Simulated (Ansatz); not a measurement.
Total energies of Ge17H24, a nanocrystal cut from cubic germanium from Ansatz at PBE0-D4/def2-TZVP, gas phase (1 Eh = 27.2114 eV = 2625.5 kJ/mol). The reference geometry is relaxed at r2SCAN-D4/def2-SVP.

```xyz
41

Ge    0.204   -3.379   -3.174
Ge   -0.968   -2.895    1.179
Ge    2.770    2.911    1.169
Ge    0.401    0.307    2.989
Ge    1.441   -0.316   -0.792
Ge   -2.383   -0.590   -1.810
Ge   -1.055    2.653    0.146
Ge   -3.460    0.047    1.938
Ge    2.029   -1.910   -2.536
Ge    3.314    1.212   -0.482
Ge    0.942   -1.398    1.333
Ge   -1.851   -2.157   -3.589
Ge   -2.878   -1.668    0.314
Ge    2.273    1.829    3.286
Ge    0.829    4.166    0.422
Ge   -1.565    1.541    2.250
Ge   -0.518    0.947   -1.506
H     0.598   -4.150   -4.450
H    -0.030   -4.416   -2.060
H    -1.309   -3.406    2.596
H    -0.652   -4.123    0.302
H     3.970    3.870    1.345
H     0.075   -0.394    4.330
H    -3.634    0.221   -2.225
H    -2.301    3.437   -0.328
H    -3.844   -0.607    3.281
H    -4.675    0.854    1.436
H     3.243   -2.748   -2.086
H     2.457   -1.100   -3.777
H     4.557    0.417   -0.029
H     3.647    1.879   -1.833
H     2.192   -2.180    1.802
H    -3.014   -3.149   -3.795
H    -1.684   -1.354   -4.896
H    -4.073   -2.632    0.128
H     3.508    1.045    3.776
H     1.926    2.887    4.353
H     0.479    5.257    1.454
H     1.140    4.863   -0.919
H    -1.912    2.608    3.315
H    -0.192    1.622   -2.860
```

| state | geometry | energy (Eh) |
| --- | --- | --- |
| charge 0 singlet | reference | -35319.53697 |
| charge 1 doublet | reference | -35319.24520 |
| charge -1 doublet | reference | -35319.54536 |
| free Ge atom (triplet) | – | -2076.65516 |
| free H atom (doublet) | – | -0.50104 |

Single mean-field runs in def2-TZVP are fitted with def2-universal-jkfit.

**Question.** Work out the vertical ionisation energy to the doublet.

**Answer.** E(charge 1 doublet) − E(charge 0 singlet) = -35319.24520 − (-35319.53697) = 0.29177 Eh = 7.94 eV. For comparison, −ε of the highest occupied level is 6.86 eV at this level, 1.08 eV less.

**Question.** Work out the vertical electron affinity, to the doublet.

**Answer.** E(charge 0 singlet) − E(charge -1 doublet) = -35319.53697 − (-35319.54536) = 0.00839 Eh = 0.23 eV. The basis lacks diffuse functions, which makes affinities too small.

**Question.** Give the fundamental gap IE − EA, the Mulliken electronegativity (IE + EA)/2 and the hardness (IE − EA)/2.

**Answer.** From the values in Eh: IE − EA = 0.29177 − 0.00839 = 0.28338 Eh = 7.71 eV; (IE + EA)/2 = 4.08 eV; (IE − EA)/2 = 3.86 eV. The HOMO–LUMO gap of the same run is 5.74 eV, 1.97 eV smaller than the fundamental gap.

**Question.** What is the binding energy per atom against free atoms?

**Answer.** Atoms: 17 × (-2076.65516) + 24 × (-0.50104) = -35315.16268 Eh. Binding: -35315.16268 − (-35319.53697) = 4.37429 Eh = 119.03 eV, or 2.90 eV for each of 41 atoms (no zero-point energy, no counterpoise term).

At PBE0-D4/def2-TZVP the highest occupied level of the charge -1 doublet lies above zero (up to 0.79 eV). By energy differences its removal costs 0.23 eV (vertical, to the charge 0 singlet, at PBE0-D4/def2-TZVP); self-interaction error and the lack of diffuse functions both raise the level.
